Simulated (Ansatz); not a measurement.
Consider the hydrogenolysis of the Sn–C bond: `N#[C][SnH2][F]` + H₂ → `[F][SnH3]` + `C#N`.

Calculated with Ansatz (gas phase, PBE0-D4/def2-TZVP geometries, no zero-point term in ΔE). CCSD(T)/CBS adds triple-zeta CCSD(T) − MP2 to the extrapolated MP2 energy (def2 sets, frozen cores). This one scheme is used for every species. DFT in def2-TZVPP. def2 core potentials past Kr. For Sn outer-core shells are correlated without core-valence functions, which leaves a few kJ/mol of doubt a bond.

```tsv
level	ΔE (eV)
PBE0-D4	-0.04
ωB97X-V	-0.01
```

(1) What does CCSD(T)/CBS give? (An estimate is asked.)

Largest T1 diagnostic among the species: 0.014.

## Answers

(1) Computed: +0.04 eV. The listed levels differ from it by -0.08, -0.05 eV.

In def2-TZVPP, CCSD(T) changes the Hartree–Fock value by +0.17 eV (the triples alone add +0.05 eV) and MP2 by +0.23 eV. The D4 term adds +0.06 eV with B3LYP and +0.03 eV with PBE0; it sums over pairs of atoms, weighted by their polarisabilities, and B3LYP, whose exchange is more repulsive, gets the larger term.

B3LYP here is the variant with VWN-RPA as its local correlation; programs differ in this.
